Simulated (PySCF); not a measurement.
C7H12F (doublet state).
Geometry (GFN2-xTB, Å), atoms numbered from 1 in this order:
```
atom  x, y, z in Å
C1     2.3414   -0.0026   -0.0197
C2     0.9555   -0.0369   -0.5447
C3     0.1698    1.2121   -0.7207
C4    -0.9183    1.3132    0.3677
C5    -1.7875    0.0609    0.3632
C6    -0.9278   -1.1769    0.5831
F7    -1.7298   -2.3058    0.5489
C8     0.1583   -1.2899   -0.5017
H9     2.8790   -0.9143   -0.2775
H10    2.3584    0.0844    1.0752
H11    2.8859    0.8524   -0.4181
H12   -0.3342    1.2079   -1.6945
H13    0.8169    2.0886   -0.6773
H14   -1.5376    2.1946    0.1934
H15   -0.4397    1.4220    1.3433
H16   -2.2982   -0.0371   -0.5975
H17   -2.5476    0.1185    1.1455
H18   -0.4721   -1.1666    1.5818
H19    0.7847   -2.1598   -0.3007
H20   -0.3624   -1.4540   -1.4530
```

The hyperfine couplings belong to this conformer and change with its torsions.

As a line formula: `C1CC[C](C[C@@H]1F)C` [radical].

Theory: PySCF, UKS B3LYP, pcH-1 on C F H, non-relativistic, mean-field spin-orbit, GIAO. The structure is a single GFN2-xTB conformer in the gas phase; no vibrational or solvent corrections. A GFN2-xTB geometry isn't a minimum of the functional, and hyperfine couplings can be far from their values at a DFT geometry. Stability of the SCF solution: not tested.

Principal values of hyperfine tensors in MHz (contact and dipolar terms together), for some of the nuclei:

| atom | isotope | A1 | A2 | A3 |
| --- | --- | --- | --- | --- |
| H10 | 1H | 145.43 | 147.45 | 158.36 |
| C2 | 13C | 36.27 | 36.69 | 274.16 |
| H20 | 1H | 73.86 | 74.05 | 87.82 |
| H12 | 1H | 69.19 | 69.61 | 83.60 |
| C4 | 13C | 54.24 | 54.43 | 68.34 |
| H9 | 1H | 32.36 | 32.89 | 46.24 |
| H11 | 1H | 29.29 | 29.88 | 43.19 |
| C1 | 13C | -33.48 | -31.88 | -29.01 |

Problem. Split each tensor into its isotropic and traceless parts, and turn a_iso into mT with g = 2.0027.

Solution. a_iso = (A1 + A2 + A3)/3, Ti = Ai − a_iso; 1 mT corresponds to 28.030 MHz.

```
atom  a_iso (MHz)  a_iso (mT)      T1      T2      T3
 H10       150.41       5.366   -4.99   -2.96    7.95
  C2       115.71       4.128  -79.43  -79.02  158.45
 H20        78.58       2.803   -4.71   -4.53    9.24
 H12        74.13       2.645   -4.95   -4.52    9.47
  C4        59.00       2.105   -4.77   -4.57    9.34
  H9        37.16       1.326   -4.80   -4.28    9.08
 H11        34.12       1.217   -4.83   -4.24    9.07
  C1       -31.46      -1.122   -2.02   -0.42    2.44
```

Problem. What spin density at the nucleus of C4 lies behind its contact coupling (g_N = 1.40482)?

Solution. a_FC = (2μ0/3) gₑ μB g_N μN ρ(0)/(2S·h) = 800.24 MHz × g_N × ρ(0)/(2S), with ρ in bohr⁻³. With a_FC = 59.00 MHz and 2S = 1, ρ(0) = 0.05249 bohr⁻³.

Problem. C6 (13C, g_N = 1.40482) isn't in the table. Its spin density at the nucleus is 0.05506 bohr⁻³. What is its contact coupling?

Solution. By the same relation, a_FC = 61.9 MHz. Its full tensor has the principal values 56.80, 57.50, 71.41 MHz.

Problem. Name the largest traceless tensor T of the table and describe it.

Solution. C2: -79.4, -79.0, 158.5 MHz, axial, in the ratio −1:−1:+2, the form that spin in one p orbital centred on that nucleus gives.

Problem. In a single crystal, with the field along each principal axis of the tensor of H10 in turn, what first-order splitting does this nucleus give (isotropic g, quadrupole terms neglected)?

Solution. 2 lines (I = 1/2), spaced by |A_i|/(g × 13.996): 5.19, 5.26, 5.65 mT along the axes of A1, A2 and A3.

Time: 86 s of wall time (grids of density and orbitals included); peak memory 1.0 GiB. Hardware: an Arm Neoverse V2 with one thread, no GPU, shared host.
